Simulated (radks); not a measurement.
Results of a calculation; reference values are marked as such.
Effect of the nuclear size on the fluorine ion F+, [He] 2s2 2p4. Code: a radial shooting solver on a logarithmic mesh with Libxc functionals. Model: Dirac Kohn-Sham, exchange-only LDA, spin-unpolarised, spherical densities, finite nucleus; open shells are shared between the two j in proportion to 2j + 1; Fermi nuclear charge, rms radius 2.8976 fm. The rms radius is varied about that value; shifts are against it.

rms radius (fm)  total energy shift (eV)  density at nucleus (e/bohr^3)  1s1/2 shift (meV)
2.3268                         -0.000252                          461.3             -0.101
2.8078                        -0.0000432                          460.8             -0.017
2.8976                                 0                          460.7              0.000
3.0367                         0.0000696                          460.6              0.028
3.4887                          0.000318                          460.2              0.128

Slopes of the eigenvalues against <r^2> in GHz/fm^2, as finite differences over the two radii next to the reference (eigenvalue slopes, not the field-shift constants of lines): 1s1/2 8.19.
